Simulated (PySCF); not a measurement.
Vertical excitations of a molecule C4H5F3 from PySCF with TDA-B3LYP/def2-SVPD, as energy in eV (oscillator strength): 7.42 (0.010), 7.76 (0.529), 7.98 (0.000), 8.26 (0.024), 8.41 (0.001), 8.56 (0.002), 9.15 (0.007), 9.20 (0.040), 9.39 (0.011), 9.52 (0.000). Lowest triplet (TDA): 4.33 eV. Geometry optimised at PBE0-D3(BJ)/def2-SVP. One conformer was computed; it need not be the lowest.

Problem. Identify the compound among the candidates.
A. C=C(C)C(F)(F)F
B. C=C[C@H](F)C(F)F
C. F[C@@H]1CCC1(F)F
D. CCC(F)=C(F)F

Solution. A, C=C(C)C(F)(F)F
